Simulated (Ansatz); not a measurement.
GeH8N2OSi, SMILES `[NH2][GeH2][SiH](N)O`, relaxed with RKS PBE0-D4/def2-TZVP in Ansatz from a GFN2-xTB geometry. The force threshold is 0.005 eV/Å; the program also tests the step.

Total charge 0; spin multiplicity 1.

Start:

```xyz
13

N    -2.484    0.550   -0.364
Ge   -0.740    0.933   -0.757
Si    0.949   -0.011    0.572
N     2.144   -0.995   -0.200
O     0.080   -0.975    1.557
H    -2.708   -0.436   -0.415
H    -2.774    0.866    0.553
H    -0.737    2.447   -0.766
H    -0.659    0.569   -2.230
H     1.739    0.957    1.335
H     1.826   -1.819   -0.688
H     2.834   -0.528   -0.765
H     0.528   -1.556    2.167
```

By how much does the energy fall, and how many steps does the optimiser take? (Best estimate.)

The calculation gave: 4.65 kcal/mol, in 29 steps, 3 of them rejected.

Which bonds change most? (Best estimate.)

Ansatz gave: Ge2–Si3 from 2.348 to 2.386 Å; Si3–O5 from 1.630 to 1.658 Å; Ge2–H8 from 1.513 to 1.541 Å; Si3–H10 from 1.464 to 1.491 Å.

Give the relaxed structure. (Best estimate.)

Computed: 
```xyz
13

N    -2.546    0.661   -0.174
Ge   -0.840    0.770   -0.892
Si    0.851   -0.137    0.527
N     2.205   -0.642   -0.383
O     0.010   -1.328    1.317
H    -2.673   -0.190    0.360
H    -2.744    1.436    0.446
H    -0.597    2.258   -1.211
H    -0.852   -0.011   -2.226
H     1.422    0.811    1.527
H     2.133   -1.182   -1.229
H     3.146   -0.598   -0.033
H     0.483   -1.848    1.970
```
